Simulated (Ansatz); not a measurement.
Co₄. The state is a quintet with charge 0. Geometry r2SCAN-D4/def2-SVP; atoms count from 1.

```csv
atom,x (Å),y (Å),z (Å)
Co1,-0.817,1.429,1.005
Co2,0.954,0.096,0.643
Co3,-0.957,-0.102,-0.637
Co4,0.820,-1.424,-1.011
```

The charge 0 quintet is spin-contaminated (final ⟨S²⟩ up to 8.02, 6.00 for a pure state). The geometry of the quintet was relaxed on an unsound state (⟨S²⟩ 8.90, where a pure state has 6.00). At PBE0-D4/def2-TZVP a multiplicity 9 of charge 0 lies 1.64 eV below the quintet, each at its own geometry. The structure comes from a short search, and lower isomers may exist.

Question: Estimate the Mulliken populations from the PBE0/def2-TZVP orbitals of Ansatz.

Answer: 
```csv
atom,charge (e),spin (α − β),d electrons
Co1,-0.12,1.91,7.85
Co2,0.12,0.09,7.96
Co3,0.12,0.08,7.96
Co4,-0.12,1.91,7.85
```
Mulliken values and Mayer orders depend strongly on the basis.

Question: Where does the spin sit?

Answer: Summed by element: Co 4.00, of 4 unpaired in all. Largest on single atoms: Co1 1.91, Co4 1.91, Co2 0.09.

Question: And the Mayer bond orders between bonded heavy atoms (over 0.3)?

Answer: Co1–Co2 0.71 (2.25 Å); Co1–Co3 0.70 (2.25 Å); Co2–Co3 0.53 (2.31 Å); Co2–Co4 0.70 (2.25 Å); Co3–Co4 0.71 (2.25 Å).
